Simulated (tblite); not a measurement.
C6H11O2 (doublet state).
Structure used (GFN2-xTB), in Å, numbered top down from 1:
```xyz
19
C6H11O2 angstrom
C     -1.802   -0.501    1.443
O     -0.639   -0.809    0.703
C     -0.267    0.026   -0.299
C     -1.242    0.909   -0.996
C      1.151   -0.048   -0.724
C      1.923   -1.301   -0.375
C      1.288    1.116    0.248
O      1.239    2.301   -0.062
H     -1.874   -1.270    2.210
H     -2.697   -0.530    0.815
H     -1.722    0.482    1.917
H     -1.956    0.313   -1.571
H     -1.803    1.531   -0.298
H     -0.706    1.568   -1.673
H      1.296    0.271   -1.755
H      1.747   -1.581    0.660
H      2.987   -1.134   -0.522
H      1.606   -2.124   -1.012
H      1.461    0.789    1.285
```

Computed with GFN2-xTB (tblite): harmonic, unscaled wavenumbers at the GFN2-xTB geometry, gas phase. Errors from tens to a few hundred cm⁻¹ against measured bands are possible. One conformer, not necessarily the lowest. Open shells enter through the occupations alone, without spin polarisation, and single modes of such species can be off by tens of per cent.

Harmonic wavenumbers (cm⁻¹): 45.2, 71.0, 127.4, 142.4, 159.3, 197.0, 203.8, 255.5, 286.5, 322.3, 334.5, 424.9, 496.7, 567.9, 770.1, 850.1, 886.3, 962.2, 1006.8, 1023.0, 1072.6, 1080.6, 1111.9, 1121.8, 1133.1, 1144.8, 1237.2, 1315.5, 1329.5, 1377.8, 1394.3, 1398.8, 1406.1, 1451.2, 1462.9, 1468.9, 1482.4, 1483.4, 1488.8, 1624.4, 2803.1, 2942.4, 2948.5, 2957.8, 2993.6, 2996.1, 3031.8, 3033.8, 3044.2, 3057.0, 3065.2.

A = 2485, B = 1740, C = 1336 MHz; mass 115.076 u (most abundant isotopes); point group C1, symmetry number 1; spin multiplicity 2.

Problem. What is the zero-point energy?

Solution. Half the sum of the wavenumbers: 34296 cm⁻¹ = 410.27 kJ/mol.

Problem. Entropy at 298.15 K, 1 bar (ideal gas, RRHO, classical rotation)?

Solution. Translation 168.04, rotation 118.87, vibration 129.42, spin (R ln 2) 5.76: S = 422.1 J/(mol K).

Problem. And Cp and H(298.15 K) − H(0)?

Solution. Cp = 158.01 J/(mol K), of which vibrations give 124.75 (their classical limit is 51 R = 424.0); H(298.15 K) − H(0) = 30.05 kJ/mol without the zero-point energy, 20.14 from vibrations.

Problem. What must be added to the electronic energy to get the Gibbs energy at 298.15 K and 1 bar?

Solution. ZPE + [H(298.15 K) − H(0)] − T·S = 410.27 + 30.05 − 125.85 = 314.47 kJ/mol.

Problem. Which modes carry the vibrational entropy at 298.15 K?

Solution. 45.2 cm⁻¹: 20.99; 71.0 cm⁻¹: 17.26; 127.4 cm⁻¹: 12.49; 142.4 cm⁻¹: 11.60; 159.3 cm⁻¹: 10.70; 197.0 cm⁻¹: 9.04 J/(mol K); the other 45 give 47.34 together.

Problem. How do the functions run with temperature in this model?

Solution. 
```
 T (K)  S (J/(mol K))  Cp (J/(mol K))  H − H(0) (kJ/mol)  G − H(0) (kJ/mol)  ln q(vib)
    50          246.3            56.0               2.10             -10.22       0.52
   100          294.5            85.2               5.66             -23.79       1.78
373.15          460.5           185.8              42.95            -128.91       9.45
   500          521.2           229.6              69.36            -191.22      12.73
   750          627.4           294.6             135.44            -335.14      18.85
  1000          718.6           338.2             214.88            -503.68      24.54
```

q(vib) and H(0) count from the zero-point level.

Problem. Blend soft modes into free rotors: weight 1/[1 + (100 cm⁻¹/ν̃)⁴] for the oscillator and the rest for a rotor with moment μB/(μ + B), μ = h/(8π²ν), B = 10⁻⁴⁴ kg m². What vibrational entropy results?

Solution. 120.16 J/(mol K) in place of 129.42, which changes −T·S at 298.15 K by +2.76 kJ/mol.

Hindered rotation and anharmonicity are outside this model. Other conformers, if any are populated, would add a mixing term that is left out. The structure is chiral; the term R ln 2 for an equal mix with its mirror image is left out.
